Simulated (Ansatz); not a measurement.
Molecular dynamics of H7N3Si

Input:

```yaml
crystal:
  periodic: [false, false, false]
  atoms:
    - { symbol: Si, position_ang: [0.017613, -0.069855, -0.048668] }
    - { symbol: H, position_ang: [0.110321, -0.382687, 1.437603] }
    - { symbol: "N", position_ang: [1.713786, 0.128112, -0.508623] }
    - { symbol: H, position_ang: [2.467575, -0.229288, 0.071248] }
    - { symbol: H, position_ang: [2.002617, 0.448294, -1.42911] }
    - { symbol: "N", position_ang: [-0.754324, 1.391985, -0.663942] }
    - { symbol: H, position_ang: [-1.757569, 1.444823, -0.809827] }
    - { symbol: H, position_ang: [-0.256027, 2.274151, -0.727739] }
    - { symbol: "N", position_ang: [-1.013695, -1.373768, -0.65196] }
    - { symbol: H, position_ang: [-1.165342, -2.223291, -0.115763] }
    - { symbol: H, position_ang: [-1.359155, -1.408475, -1.607319] }
basis:
  gaussian: { orbitals: "6-31G" }
hamiltonian:
  xc: pbe
  dispersion: d4
md:
  timestep: 0.5
  n_steps: 150
  ensemble: nvt_nose_hoover
  temperature: 300.0
  initial_velocities: maxwell_boltzmann
  seed: 794067
  nose_hoover: { tau: 50.0, chain_length: 5 }
  temperature_schedule:
    - { n_steps: 37, end_temperature: 300.0 }
    - { n_steps: 113, end_temperature: 10.0 }
```

Command:

```bash
$ ansatz run input.yaml --threads 1 --pin off --max-ram 2048MiB --backend cpu --events-out ev --progress --plain --runs-dir out
```

It starts from a relaxed structure.

Output, in part (step lines, the closing report, with atoms numbered from 0):

```
md step     0: t =     0.00 fs  T =   300.0 K (target 300.0 K)  F+E_penalty+E_count = -12451.44588715 eV  E_kin = 0.349002 eV  conserved = -12451.09688515 eV  (25 SCF iters)
md step     1: t =     0.50 fs  T =   296.1 K (target 300.0 K)  F+E_penalty+E_count = -12451.44125940 eV  E_kin = 0.344465 eV  conserved = -12451.09679425 eV  (24 SCF iters)
md step     2: t =     1.00 fs  T =   285.4 K (target 300.0 K)  F+E_penalty+E_count = -12451.42863606 eV  E_kin = 0.332049 eV  conserved = -12451.09658790 eV  (24 SCF iters)
md step     3: t =     1.50 fs  T =   270.6 K (target 300.0 K)  F+E_penalty+E_count = -12451.41116579 eV  E_kin = 0.314816 eV  conserved = -12451.09635557 eV  (24 SCF iters)
md step     4: t =     2.00 fs  T =   254.6 K (target 300.0 K)  F+E_penalty+E_count = -12451.39241926 eV  E_kin = 0.296238 eV  conserved = -12451.09619668 eV  (24 SCF iters)
md step     5: t =     2.50 fs  T =   239.6 K (target 300.0 K)  F+E_penalty+E_count = -12451.37487960 eV  E_kin = 0.278747 eV  conserved = -12451.09616600 eV  (24 SCF iters)
md step     6: t =     3.00 fs  T =   226.0 K (target 300.0 K)  F+E_penalty+E_count = -12451.35910159 eV  E_kin = 0.262917 eV  conserved = -12451.09624642 eV  (24 SCF iters)
md step     7: t =     3.50 fs  T =   212.9 K (target 300.0 K)  F+E_penalty+E_count = -12451.34394924 eV  E_kin = 0.247683 eV  conserved = -12451.09636677 eV  (24 SCF iters)
[... lines left out ...]
md step   147: t =    73.50 fs  T =   253.2 K (target 19.0 K)  F+E_penalty+E_count = -12451.31738858 eV  E_kin = 0.294585 eV  conserved = -12451.09648080 eV  (24 SCF iters)
md step   148: t =    74.00 fs  T =   243.5 K (target 16.4 K)  F+E_penalty+E_count = -12451.31134860 eV  E_kin = 0.283233 eV  conserved = -12451.09647675 eV  (24 SCF iters)
md step   149: t =    74.50 fs  T =   229.5 K (target 13.8 K)  F+E_penalty+E_count = -12451.30091107 eV  E_kin = 0.267044 eV  conserved = -12451.09645630 eV  (24 SCF iters)
md step   150: t =    75.00 fs  T =   211.9 K (target 11.3 K)  F+E_penalty+E_count = -12451.28653083 eV  E_kin = 0.246565 eV  conserved = -12451.09642535 eV  (26 SCF iters)
Total energy: -12451.28656399 eV, -457.5763414415 hartree
Atom 0 at     0.011811    -0.064920    -0.022393 Å, force    -0.239532    -0.155429    -0.859288 eV/Å
Atom 1 at    -0.011784    -0.270789     1.487228 Å, force     0.256625    -0.085578    -0.072616 eV/Å
Atom 2 at     1.712958     0.113433    -0.540593 Å, force    -0.270858    -0.099315     0.155838 eV/Å
Atom 3 at     2.458097     0.107104     0.141740 Å, force     0.272321    -0.145597     0.133892 eV/Å
Atom 4 at     2.027391     0.196691    -1.509953 Å, force    -0.267313     0.015795     0.290571 eV/Å
Atom 5 at    -0.739745     1.414282    -0.681604 Å, force     0.247773    -0.187322     0.412450 eV/Å
Atom 6 at    -1.754135     1.458573    -0.642003 Å, force    -0.108109     0.363117    -0.173243 eV/Å
Atom 7 at    -0.223772     2.304728    -0.630370 Å, force    -0.418637    -0.482639    -0.170325 eV/Å
Atom 8 at    -1.017540    -1.405805    -0.671097 Å, force     0.717631     0.600266     1.079132 eV/Å
Atom 9 at    -1.181487    -2.276886    -0.153797 Å, force     0.075981     0.408628    -0.345871 eV/Å
Atom 10 at    -1.247886    -1.394091    -1.650220 Å, force    -0.265882    -0.231926    -0.450541 eV/Å
Dipole moment:     0.088137    -0.001027    -0.045413 e Å
```

The steps, from the saved trajectory:

| time (fs) | T (K) | potential energy less start (eV) | conserved less start (meV/atom) |
| --- | --- | --- | --- |
| 0 | 300 | 0.000 | 0.00 |
| 2.5 | 240 | 0.071 | 0.07 |
| 5 | 165 | 0.157 | 0.05 |
| 7.5 | 116 | 0.216 | 0.08 |
| 10 | 126 | 0.205 | 0.04 |
| 12.5 | 110 | 0.224 | 0.06 |
| 15 | 109 | 0.228 | 0.07 |
| 17.5 | 147 | 0.186 | 0.05 |
| 20 | 175 | 0.157 | 0.05 |
| 22.5 | 164 | 0.173 | 0.02 |
| 25 | 92 | 0.261 | 0.09 |
| 27.5 | 98 | 0.257 | 0.06 |
| 30 | 144 | 0.208 | 0.08 |
| 32.5 | 203 | 0.145 | 0.02 |
| 35 | 183 | 0.177 | 0.08 |
| 37.5 | 191 | 0.174 | 0.05 |
| 40 | 203 | 0.168 | 0.06 |
| 42.5 | 199 | 0.180 | 0.05 |
| 45 | 152 | 0.242 | 0.08 |
| 47.5 | 141 | 0.261 | 0.09 |
| 50 | 199 | 0.198 | 0.05 |
| 52.5 | 230 | 0.170 | 0.06 |
| 55 | 199 | 0.212 | 0.05 |
| 57.5 | 142 | 0.282 | 0.10 |
| 60 | 145 | 0.281 | 0.07 |
| 62.5 | 167 | 0.257 | 0.07 |
| 65 | 188 | 0.234 | 0.06 |
| 67.5 | 187 | 0.234 | 0.08 |
| 70 | 225 | 0.184 | 0.07 |
| 72.5 | 260 | 0.130 | 0.04 |
| 75 | 212 | 0.159 | 0.04 |

All steps were run. The conserved energy stayed within 0.1 meV per atom of its start (net change 0.042 meV per atom), so the integration is sound. The schedule's set-point averaged 106 K over the second half and the system 190 K, so it lags behind the ramp. A run of 0.075 ps of so small a system gives no equilibrium averages. Limits of this set-up: no polarisation functions.

The same pairs are bonded in the first frame and the last. Pairs count as bonded within 1.25 times the sum of covalent radii (0.12 Å more for H–H).

Last frame:

```xyz
11
Properties=species:S:1:pos:R:3
Si 0.012 -0.065 -0.022
H -0.012 -0.271 1.487
N 1.713 0.113 -0.541
H 2.458 0.107 0.142
H 2.027 0.197 -1.510
N -0.740 1.414 -0.682
H -1.754 1.459 -0.642
H -0.224 2.305 -0.630
N -1.018 -1.406 -0.671
H -1.181 -2.277 -0.154
H -1.248 -1.394 -1.650
```

Time of the run: 2.7 min on 1 thread of AMD EPYC 9R45 96-Core Processor (Zen 5), with other jobs on the host, peak memory 0.13 GiB.
